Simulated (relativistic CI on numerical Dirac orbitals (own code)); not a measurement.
**Mn IV: what numerical and physical settings do to a radial Dirac CI calculation**

Reference input:

```
atom Mn  Z=25  charge=3  electrons=22
nucleus A=55  rms_radius_fm=3.7057
hamiltonian dirac-coulomb  breit=on  qed=on  c_scale=1
orbitals kli  potential=per-configuration
slater_scale 1
correlation none
mixing on
grid step=0.0125 r_max=37.3
scf mixing=0.4 start=green max_iterations=150 tolerance=2e-08 node_fill=0.05
configurations
  [Ar] 3d4
  [Ar] 3d3 4s
  [Ar] 3d3 4p
  [Ar] 3d3 4d
  [Ar] 3d2 4s2
end
```

Computed lowest total energy -1154.91124 Ha, first excitation 90.9 cm⁻¹, 57 SCF steps. Runs with settings changed; * marks those that are bad on purpose:

| Changed | Outcome | Lowest level | ΔE (Ha) | First excitation (cm⁻¹) | SCF steps | Message |
| --- | --- | --- | --- | --- | --- | --- |
| nuclear radius 4.8174 fm, Slater scale 0.5, SCF mixing 0.2 | converged | 3d4 5D_0 | 0.0828 | 95.2 | 63 |  |
| nuclear radius 3.3351 fm | converged | 3d4 5D_0 | -0.000586 | 90.9 | 57 |  |
| start potential bare, Breit term off | converged | 3d4 5D_0 | -0.41 | 107.5 | 74 |  |
| SCF mixing 0.001 * | converged | 3d4 5D_0 | 1.61e-10 | 90.9 | 87 |  |
| configuration list: no such shell * | refused |  |  |  | 0 | configuration [Ar] 3d2 2d2: l must be smaller than n |

With so few configurations and no correlation, terms lie too far apart (by 10 to 50 % near neutrality), their order can be wrong, and levels of other configurations are missing.
